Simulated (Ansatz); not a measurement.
Input file for Ansatz (a program for electronic structure): R-B3LYP-D3(BJ)/def2-TZVP on C4H12Si (SMILES CC[SiH2]CC).

Ansatz 0.2 input:
```yaml
crystal:
  periodic: [false, false, false]
  atoms:
    - {symbol: C, position_ang: [-2.33334973, 0.66838800, 0.05592577]}
    - {symbol: C, position_ang: [-1.71836786, -0.72473791, -0.02231653]}
    - {symbol: Si, position_ang: [0.07128194, -0.80777320, 0.62520116]}
    - {symbol: C, position_ang: [1.18663729, 0.37533370, -0.36658234]}
    - {symbol: C, position_ang: [2.65666084, 0.25979214, 0.01957331]}
    - {symbol: H, position_ang: [-2.33140697, 1.03147790, 1.08141912]}
    - {symbol: H, position_ang: [-1.77244238, 1.37190770, -0.55525053]}
    - {symbol: H, position_ang: [-3.36338421, 0.65974075, -0.29863600]}
    - {symbol: H, position_ang: [-2.33519229, -1.41639568, 0.55283888]}
    - {symbol: H, position_ang: [-1.75654196, -1.07069132, -1.05677625]}
    - {symbol: H, position_ang: [0.10033214, -0.43026315, 2.04602455]}
    - {symbol: H, position_ang: [0.56143510, -2.18632249, 0.48322675]}
    - {symbol: H, position_ang: [0.86458528, 1.40737277, -0.21411691]}
    - {symbol: H, position_ang: [1.08596527, 0.17661979, -1.43578879]}
    - {symbol: H, position_ang: [3.26928940, 0.94997944, -0.55899006]}
    - {symbol: H, position_ang: [3.02052750, -0.74949305, -0.15821751]}
    - {symbol: H, position_ang: [2.79397061, 0.48506461, 1.07456148]}
basis:
  gaussian:
    orbitals: def2-TZVP
hamiltonian:
  xc: b3lyp
  dispersion: d3bj
relax: {f_tol: 0.003, max_steps: 120}
scf: {lower_state_search: off}
```

### Question
What total energy does the run end on?

### Answer
-449.2742 hartree.

### Question
How many basis functions does it have, and what does it roughly cost on one machine?

### Answer
233 functions; very roughly 90 core-seconds.
